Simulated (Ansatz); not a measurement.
C₃S₂NO₄F₆, that is cyclic bis(sulfonyl)imide with one electron fewer. The state is a doublet with charge 0. Geometry r2SCAN-D4/def2-SVP; atoms count from 1.

```
atom    x (Å)    y (Å)    z (Å)
  O1  -0.3016   0.9426   2.8882
  S2   0.4767   0.8354   1.6675
  O3   1.7180   1.5629   1.4342
  N4   0.8472  -0.7740   1.4784
  S5   0.8183  -1.7380   0.1246
  O6   0.2216  -2.9995   0.5247
  O7   2.1410  -1.6247  -0.4769
  C8  -0.4001  -0.9346  -1.0764
  F9  -0.0887  -1.3861  -2.2907
 F10  -1.6268  -1.3330  -0.7390
 C11  -0.3240   0.6071  -1.0842
 F12   0.9315   0.9643  -1.4022
 F13  -1.1728   1.0571  -2.0227
 C14  -0.6944   1.2830   0.2532
 F15  -0.6183   2.6046   0.1019
 F16  -1.9276   0.9330   0.6195
```

Estimate the Mulliken populations from the PBE0/def2-SVP orbitals of Ansatz.


| atom | charge (e) | spin (α − β) |
| --- | --- | --- |
| O1 | -0.36 | 0.07 |
| S2 | 0.83 | -0.08 |
| O3 | -0.35 | 0.14 |
| N4 | -0.33 | 0.74 |
| S5 | 0.83 | -0.08 |
| O6 | -0.36 | 0.07 |
| O7 | -0.35 | 0.14 |
| C8 | 0.33 | 0.00 |
| F9 | -0.14 | 0.00 |
| F10 | -0.15 | 0.00 |
| C11 | 0.34 | 0.00 |
| F12 | -0.16 | 0.00 |
| F13 | -0.17 | 0.00 |
| C14 | 0.33 | 0.00 |
| F15 | -0.14 | 0.00 |
| F16 | -0.15 | 0.00 |
Mulliken values depend strongly on the basis.

Where does the spin sit?

Summed by element: O 0.43, S -0.16, N 0.74, C -0.01, F 0.00, of 1 unpaired in all. Largest on single atoms: N4 0.74, O3 0.14, O7 0.14.

And the Mayer bond orders between heavy atoms (over 0.3)?

O1–S2 1.77 (1.45 Å); S2–O3 1.72 (1.46 Å); S2–N4 0.92 (1.66 Å); S2–C14 0.72 (1.89 Å); N4–S5 0.92 (1.66 Å); S5–O6 1.77 (1.45 Å); S5–O7 1.72 (1.46 Å); S5–C8 0.72 (1.89 Å); C8–F9 1.12 (1.33 Å); C8–F10 1.10 (1.33 Å); C8–C11 0.85 (1.54 Å); C11–F12 1.10 (1.34 Å); C11–F13 1.10 (1.34 Å); C11–C14 0.85 (1.54 Å); C14–F15 1.12 (1.33 Å); C14–F16 1.10 (1.33 Å).
